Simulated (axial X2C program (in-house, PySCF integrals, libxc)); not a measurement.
**Correcting the dissociation energy of GeTe for spin–orbit coupling**

A spin-free PBE0 curve (one-electron X2C) was computed with an in-house relativistic program for diatomic molecules, basis Te dyall-cv3z [11s12p8d4f1g], Ge dyall-cv3z [9s9p7d4f1g] (cores contracted in-house), for the state M_S = 0, Λ = 0 (closed shell). It gives D0 = 4.322 eV to Te + Ge, which in a spin-free picture are the weighted means of the ground terms.

Measured levels of the ground terms (NIST Handbook of Basic Atomic Spectroscopic Data), in cm⁻¹: Te 3P: J = 2 at 0, J = 0 at 4706.5, J = 1 at 4750.7; Ge 3P: J = 0 at 0, J = 1 at 557.1, J = 2 at 1410.

The molecular state has Λ = 0, so it has no first-order lowering.

(1) How far does each ground level lie under the (2J+1)-weighted mean of its term?

(2) Correct D0.

Second-order spin–orbit effects in the molecule, which grow quickly with Z, are left out. The state is one determinant whose occupation by symmetry is held fixed; it was picked as the lowest of a PBE0 search that is not exhaustive. De is counted from the lowest determinant-based energies of the atoms at the same level, without counterpoise correction.

## Answers

(1) Te: (5 × 0 + 1 × 4706.5 + 3 × 4750.7)/9 = 2107 cm⁻¹; Ge: (1 × 0 + 3 × 557.1 + 5 × 1410)/9 = 969 cm⁻¹.

(2) D0 = 4.322 + (0 − 3076)/8065.5 = 3.941 eV at PBE0 with these spin–orbit terms.
